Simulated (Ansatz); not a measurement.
System: FeF₂ (charge 0, quintet). SMILES: [F][Fe][F]

Atoms: Fe1, F2, F3. Bonds: Fe1-F2, Fe1-F3.

Bond lengths (Å) and angles (degrees) optimised at HF/STO-3G with Ansatz (a first-principles code); HF/6-31G* with LANL2DZ past Ar with Ansatz; PBE/6-31G* with LANL2DZ past Ar with Ansatz; B3LYP/LANL2DZ with Ansatz; B3LYP/6-31G* with LANL2DZ past Ar with Ansatz; MP2/6-31G* with LANL2DZ past Ar with Ansatz, each started from the B3LYP-D3(BJ)/def2-TZVP structure (Ansatz) of the last column. A row stands for all coordinates that are equal there. 6-31G* holds six Cartesian d functions. No wavenumbers were computed at HF/STO-3G, PBE/6-31G* with LANL2DZ past Ar, B3LYP/LANL2DZ, MP2/6-31G* with LANL2DZ past Ar, so these may be saddle points.

| coordinate | HF/STO-3G | HF/6-31G* with LANL2DZ past Ar | PBE/6-31G* with LANL2DZ past Ar | B3LYP/LANL2DZ | B3LYP/6-31G* with LANL2DZ past Ar | MP2/6-31G* with LANL2DZ past Ar | B3LYP-D3(BJ)/def2-TZVP |
|---|---|---|---|---|---|---|---|
| Fe1-F2 | 1.635 | 1.771 | 1.727 | 1.776 | 1.730 | 1.766 | 1.759 |
| F2-Fe1-F3 | 180.0 | 180.0 | 180.0 | 180.0 | 180.0 | 180.0 | 180.0 |

Mean signed difference of all 2 bond lengths from B3LYP-D3(BJ)/def2-TZVP: HF/STO-3G -0.123 Å, HF/6-31G* with LANL2DZ past Ar 0.012 Å, PBE/6-31G* with LANL2DZ past Ar -0.032 Å, B3LYP/LANL2DZ 0.017 Å, B3LYP/6-31G* with LANL2DZ past Ar -0.029 Å, MP2/6-31G* with LANL2DZ past Ar 0.007 Å.
